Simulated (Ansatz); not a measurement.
C5H11Br (SMILES CC(C)(C)CBr), singlet, geometry from GFN2-xTB; B3LYP/pcseg-0 (Ansatz, a quantum-chemistry and plane-wave program).

The Ansatz input:
Ansatz 0.2 input:
```yaml
crystal:
  periodic: [false, false, false]
  atoms:
    - {symbol: C, position_ang: [-0.37431270, -1.65499877, -2.11473368]}
    - {symbol: C, position_ang: [-0.08903903, -0.42915201, -1.23850491]}
    - {symbol: C, position_ang: [-1.11010986, 0.66701095, -1.54384132]}
    - {symbol: C, position_ang: [1.32570302, 0.07991936, -1.51552563]}
    - {symbol: C, position_ang: [-0.21614583, -0.88645437, 0.21404756]}
    - {symbol: Br, position_ang: [0.11108514, 0.53387488, 1.51332437]}
    - {symbol: H, position_ang: [-0.29717930, -1.38563436, -3.16506868]}
    - {symbol: H, position_ang: [0.33969531, -2.45097538, -1.91293944]}
    - {symbol: H, position_ang: [-1.37676633, -2.03726536, -1.93289286]}
    - {symbol: H, position_ang: [-0.92426159, 1.54910382, -0.93498949]}
    - {symbol: H, position_ang: [-1.04756318, 0.95758908, -2.58977100]}
    - {symbol: H, position_ang: [-2.12188798, 0.31771105, -1.34523915]}
    - {symbol: H, position_ang: [1.54874619, 0.95304734, -0.90624141]}
    - {symbol: H, position_ang: [1.42538451, 0.36154708, -2.56102362]}
    - {symbol: H, position_ang: [2.06265830, -0.69086885, -1.29659488]}
    - {symbol: H, position_ang: [-1.22158331, -1.25045227, 0.42482357]}
    - {symbol: H, position_ang: [0.50820380, -1.66737406, 0.44493190]}
basis:
  gaussian:
    orbitals: pcseg-0.json
hamiltonian:
  xc: b3lyp
```
The basis file holds pcseg-0 in the JSON format of the Basis Set Exchange.

It wrote (shortened):

```
Functional definition: B3LYP
1139 factors; integrals over basis functions are off by at most 4.6e-4 eV
mean field evaluation 1: about -75305.9064 eV, gradient 6.1e1 eV
mean field evaluation 2: about -75301.4644 eV, gradient 7.1e1 eV
mean field evaluation 4: about -75314.6882 eV, gradient 3.0e0 eV
mean field evaluation 8: about -75314.9935 eV, gradient 1.4e-1 eV
mean field evaluation 16: about -75314.9936 eV, gradient 2.0e-5 eV
mean field -75314.99359531 eV, -2767.7749642916 hartree, gradient 2.0e-5 eV, S^2 0.000000; 0 other end points of the search recorded, 0 dependent functions left out
reference -75314.99386962 eV, -2767.7749743723 hartree; 38, 38 occupied and 51, 51 virtual orbitals, 1139 factors
Total energy: -75314.99386962 eV, -2767.7749743723 hartree
```
